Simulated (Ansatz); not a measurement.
Start from `C[N](C)[Sn][F]` and change one element to get `C[N](C)[Sn][Cl]`.

Ansatz, PBE0-D4/def2-TZVP geometries, multiplicity 1. Each molecule was computed in one conformer, which needn't be the lowest.

Elements past krypton have def2 core potentials.

```tsv
property	`C[N](C)[Sn][F]`
LUMO energy (B3LYP/def2-TZVPP) / eV	-2.10
LUMO energy (PBE0/def2-TZVPP) / eV	-1.87
size of the dipole moment (PBE/def2-TZVPP) / D	2.75
HOMO–LUMO gap (PBE/def2-TZVPP) / eV	2.87
HOMO energy (PBE/def2-TZVPP) / eV	-5.37
LUMO energy (ωB97M-V/def2-TZVPP) / eV	-0.22
```

Q: Give the same properties after the change, and the shifts. (Best estimate.)

A: Ansatz gave: 
| property | `C[N](C)[Sn][Cl]` | shift |
| --- | --- | --- |
| LUMO energy (B3LYP/def2-TZVPP) / eV | -2.27 | -0.17 |
| LUMO energy (PBE0/def2-TZVPP) / eV | -2.07 | -0.20 |
| size of the dipole moment (PBE/def2-TZVPP) / D | 3.16 | 0.41 |
| HOMO–LUMO gap (PBE/def2-TZVPP) / eV | 2.81 | -0.06 |
| HOMO energy (PBE/def2-TZVPP) / eV | -5.49 | -0.12 |
| LUMO energy (ωB97M-V/def2-TZVPP) / eV | -0.41 | -0.19 |

With PBE0 the HOMO falls by 0.11 eV and the LUMO falls by 0.20 eV, so the gap narrows by about 0.09 eV. PBE moves the HOMO by -0.12 eV and ωB97M-V by -0.11 eV. Dipoles are sizes alone; their direction can turn.

B3LYP here is the variant with VWN-RPA as its local correlation; programs differ in this.
